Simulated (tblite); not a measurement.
Species: C6H13NOSi.
Atom-mapped SMILES: `[H]/[N:4]=[CH:3]/[C@:2]([CH3:1])([CH:5]=[O:6])[CH2:7][CH2:8][SiH3:9]` (hydrogens: H10, H11, H12 on C1; H13 on C3; H14 on N4; H15 on C5; H16, H17 on C7; H18, H19 on C8; H20, H21, H22 on Si9)

Geometry (GFN2-xTB, Å), atoms numbered from 1 in this order:
```xyz
22
C6H13NOSi angstrom
C     -1.550   -0.262   -1.809
C     -0.984   -0.144   -0.378
C     -1.585    1.086    0.244
N     -1.001    2.193    0.172
C     -1.430   -1.395    0.346
O     -2.296   -1.471    1.171
C      0.552   -0.084   -0.419
C      1.169   -0.126    0.975
Si     3.068   -0.038    0.940
H     -1.199   -1.178   -2.280
H     -2.639   -0.272   -1.791
H     -1.216    0.589   -2.397
H     -2.558    0.912    0.721
H     -1.490    2.976    0.599
H     -0.884   -2.298    0.005
H      0.834    0.846   -0.914
H      0.923   -0.920   -1.016
H      0.777    0.710    1.557
H      0.847   -1.036    1.488
H      3.590   -1.195    0.207
H      3.575   -0.063    2.313
H      3.486    1.191    0.264
```

Level: GFN2-xTB in tblite, geometry and Hessian alike; calculated harmonic values, unscaled, isolated species. This tight-binding method is rough: wavenumbers can miss measured ones by several per cent, in bad cases by 10 to 20. Modes of hydrogen on silicon can be 10 to 20 % off. One conformer, not necessarily the lowest.

Harmonic wavenumbers (cm⁻¹): 43.3, 54.1, 56.2, 95.5, 130.0, 141.8, 191.0, 209.0, 243.6, 275.7, 303.5, 322.2, 412.8, 493.6, 512.7, 544.2, 640.9, 732.4, 763.3, 767.2, 779.9, 786.1, 790.6, 804.3, 891.3, 905.8, 967.5, 977.1, 1017.3, 1077.3, 1094.7, 1104.1, 1142.7, 1227.2, 1241.4, 1261.0, 1289.3, 1339.7, 1365.7, 1384.1, 1398.0, 1466.9, 1483.3, 1486.0, 1490.3, 1742.1, 1792.4, 2242.0, 2270.8, 2273.6, 2741.8, 2862.0, 2955.5, 2964.3, 2992.3, 3006.6, 3024.5, 3027.9, 3041.2, 3340.2.

A = 1904, B = 771.6, C = 695.1 MHz; mass 143.077 u (most abundant isotopes); point group C1, symmetry number 1.

What is the zero-point energy?

Half the sum of the wavenumbers: 37991 cm⁻¹ = 454.47 kJ/mol.

What is S at 298.15 K and 1 bar for an ideal gas of classical rigid rotors and harmonic oscillators?

Translation 170.76, rotation 126.07, vibration 166.46: S = 463.3 J/(mol K).

And Cp and H(298.15 K) − H(0)?

Cp = 191.85 J/(mol K), of which vibrations give 158.60 (their classical limit is 60 R = 498.9); H(298.15 K) − H(0) = 35.03 kJ/mol without the zero-point energy, 25.12 from vibrations.

Blend soft modes into free rotors: weight 1/[1 + (100 cm⁻¹/ν̃)⁴] for the oscillator and the rest for a rotor with moment μB/(μ + B), μ = h/(8π²ν), B = 10⁻⁴⁴ kg m². What vibrational entropy results?

149.76 J/(mol K) in place of 166.46, which changes −T·S at 298.15 K by +4.98 kJ/mol.

Which modes carry the vibrational entropy at 298.15 K?

43.3 cm⁻¹: 21.35; 54.1 cm⁻¹: 19.50; 56.2 cm⁻¹: 19.19; 95.5 cm⁻¹: 14.83; 130.0 cm⁻¹: 12.33; 141.8 cm⁻¹: 11.63 J/(mol K); the other 54 give 67.64 together.

What must be added to the electronic energy to get the Gibbs energy at 298.15 K and 1 bar?

ZPE + [H(298.15 K) − H(0)] − T·S = 454.47 + 35.03 − 138.13 = 351.37 kJ/mol.

Hindered rotation and anharmonicity are outside this model. Other conformers, if any are populated, would add a mixing term that is left out. The structure is chiral; the term R ln 2 for an equal mix with its mirror image is left out.
